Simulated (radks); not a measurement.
Numerical settings for neutral krypton, [Kr]. All-electron calculation, scalar-relativistic Kohn-Sham, PBEsol, spin-polarised, spherical densities, point nucleus. Program: a radial shooting solver on a logarithmic mesh with Libxc functionals. The defaults (mesh step 0.008 in ln r, mesh end at 40 bohr or more with all orbitals vanishing there, Anderson mixing 0.5 over 9 steps, residual threshold near 1e-9 with the energy settled to 1e-9 hartree or 1e-11 of itself, here a cap of 57 iterations) give E = -2788.4788 hartree and 4p at -9.240 eV in 14 iterations. Run on one thread of a shared host, so times are rough (Arm Neoverse V2): 0.16 s of CPU time, 0.16 s wall, 14 iterations on 2669 mesh points. One setting is changed at a time: mesh step in ln r 0.05; mesh step in ln r 0.03; mesh step in ln r 0.005; mesh end (bohr) 20; mesh end (bohr) 1; residual threshold 1e-13; residual threshold 1e-16; mixing 2.5; linear mixing, mixing 0.2; linear mixing, mixing 0.8; mixing history 20; iteration cap 2. Which runs fail to converge, and which converge to a wrong energy?

Answer. Not converged within the cap: residual threshold 1e-16; linear mixing, mixing 0.2; linear mixing, mixing 0.8; iteration cap 2. Settled on a wrong energy, with an occupied level pushed above zero by the early mesh end: mesh end (bohr) 1 (+166 hartree). Apart from these: no run marked as converged misses the energy by more than 1 mhartree.
